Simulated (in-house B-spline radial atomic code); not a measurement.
# Pd: [Ar] 3d10 4s2 4p5 4d9 6s1 6f1 (an excited or competing configuration)

Level of theory: non-relativistic Hartree-Fock, average of configuration, point nucleus; calculated with a radial B-spline atomic code at the basis-set limit.

Z_r = [3n² - l(l+1)]/(2<r>); Z_e = n√(-2ε); the last column is Slater's effective charge.

```
shell  electrons    ε (eV)  <r> (bohr)    Z_r    Z_e  Slater
   1s          2    -23789      0.0331  45.32  41.81   45.70
   2s          2   -3506.7      0.1435  41.80  32.11   41.85
   2p          6   -3249.9       0.123  40.66  30.91   41.85
   3s          2   -682.95      0.3892  34.68  21.25   34.75
   3p          6   -578.49      0.3827  32.66  19.56   34.75
   3d         10   -387.94      0.3562  29.48  16.02   24.85
   4s          2   -118.61      0.9751  24.61  11.81   18.60
   4p          5   -85.663       1.047  21.97  10.04   18.60
   4d          9   -29.783       1.341  15.66   5.92    8.20
   6s          1   -5.2146       6.929   7.79   3.71    2.00
   6f          1  -0.39514       45.29   1.06   1.02    1.00
```

The least bound orbital is 6f at -0.3951 eV, and it is also the most diffuse (<r> = 45.29 bohr).
